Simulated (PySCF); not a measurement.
# C₆ coefficients of unlike pairs at UHF

Calculated with PySCF 2.14 from the dipole response of each species, C₆(A,B) = (3/π) ∫ α_A(iu) α_B(iu) du, in atomic units, from isotropic polarisabilities. For ions this is the dispersion term alone; charge-induced terms of lower order in 1/R come first.

```json
{"species": "S²⁺", "configuration": "[Ne] 3s2 3p2 (3P)", "basis": "aug-cc-pV(Q+d)Z (7s6p5d3f2g)", "relativity": "none", "α (bohr³)": "7.506", "C₆ (like pair)": "27.36"}
{"species": "B", "configuration": "[He] 2s2 2p1 (2P)", "basis": "def2-TZVPPD (6s3p3d1f)", "relativity": "none", "α (bohr³)": "22.02", "C₆ (like pair)": "104.9"}
{"species": "Br³⁺", "configuration": "[Ar] 3d10 4s2 4p2 (3P)", "basis": "def2-QZVPPD (12s8p5d4f1g)", "relativity": "none", "α (bohr³)": "6.502", "C₆ (like pair)": "24.96"}
{"species": "Co³⁺", "configuration": "[Ar] 3d6 (5D)", "basis": "def2-QZVPPD (11s6p5d4f2g)", "relativity": "none", "α (bohr³)": "1.575", "C₆ (like pair)": "3.711"}
```

Question: Estimate C₆ for Co³⁺ with Br³⁺.

Answer: The integral gives 8.770. The combination rule 2 C_A C_B / (C_A α_B/α_A + C_B α_A/α_B) gives 8.670 and the geometric mean 9.625.

No spin-orbit coupling is included.

The other pairs:

| pair | C₆ |
| --- | --- |
| B, S²⁺ | 50.20 |
| Co³⁺, S²⁺ | 8.673 |
| Br³⁺, B | 46.07 |
| Br³⁺, S²⁺ | 25.96 |
| Co³⁺, B | 13.59 |
